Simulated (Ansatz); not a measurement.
Consider the ligand exchange at the Al–F bond: `C[S][Al]([CH3])[F]` + HCl → `C[S][Al]([CH3])[Cl]` + H–F.

Program: Ansatz. Geometries: PBE0-D4/def2-TZVP. ΔE: electronic, gas phase. CBS: MP2 limit from def2 TZ/QZ plus the TZ coupled-cluster correction, frozen cores. This one scheme is used for every species. Functionals use def2-TZVPP. One conformer a species, not always the lowest.

CCSD(T)/CBS gives +13.2 kJ/mol.

(1) Another level gave +21.3 kJ/mol. Which?
A. ωB97M-V/def2-TZVPP
B. CAM-B3LYP/def2-TZVPP
C. RPA@PBE/def2-TZVPP
D. MP2/def2-TZVPP

Largest T1 diagnostic among the species: 0.011.

## Answers

(1) C. RPA@PBE/def2-TZVPP 21.3, ωB97M-V 16.1, MP2/def2-TZVPP 12.1, CAM-B3LYP 25.4 kJ/mol.

From r2SCAN to r2SCAN0 (25 % exact exchange), in def2-TZVPP and without D4, ΔE moves by −3.4 kJ/mol. The D4 term adds −5.4 kJ/mol with B3LYP and −3.0 kJ/mol with PBE0; it sums over pairs of atoms, weighted by their polarisabilities, and B3LYP, whose exchange is more repulsive, gets the larger term. At CCSD(T), def2-SVP lies +7.6 kJ/mol from the extrapolated value and def2-TZVPP +3.4 kJ/mol.

B3LYP here is the variant with VWN-RPA as its local correlation; programs differ in this.
